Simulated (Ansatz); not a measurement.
`O[SiH2]C1=NC1` + `C=C[SiH2]N` → `C=C[SiH2]N[SiH2]O` + `C1=NC1`  (ligand exchange at the Si–C bond)

Isolated molecules relaxed with PBE0-D4/def2-TZVP in Ansatz; ΔE leaves out vibrations. CCSD(T)/CBS adds triple-zeta CCSD(T) − MP2 to the extrapolated MP2 energy (def2 sets, frozen cores). Functionals use def2-TZVPP. One conformer a species, not always the lowest.

CCSD(T)/CBS gives -54.8 kJ/mol.

**Question.** Another level gave -49.6 kJ/mol. Which?
A. PBE/def2-TZVPP
B. B2PLYP/def2-TZVPP
C. ωB97M-V/def2-TZVPP
D. PBE0/def2-TZVPP

**Answer.** B. B2PLYP -49.6, ωB97M-V -54.6, PBE0 -45.2, PBE -40.5 kJ/mol.

Largest T1 diagnostic among the species: 0.012.

From PBE to PBE0 (25 % exact exchange), in def2-TZVPP and without D4, ΔE moves by −4.7 kJ/mol. The D4 term adds −7.9 kJ/mol with B3LYP and −4.6 kJ/mol with PBE0; it sums over pairs of atoms, weighted by their polarisabilities, and B3LYP, whose exchange is more repulsive, gets the larger term.

B3LYP here is the variant with VWN-RPA as its local correlation; programs differ in this.
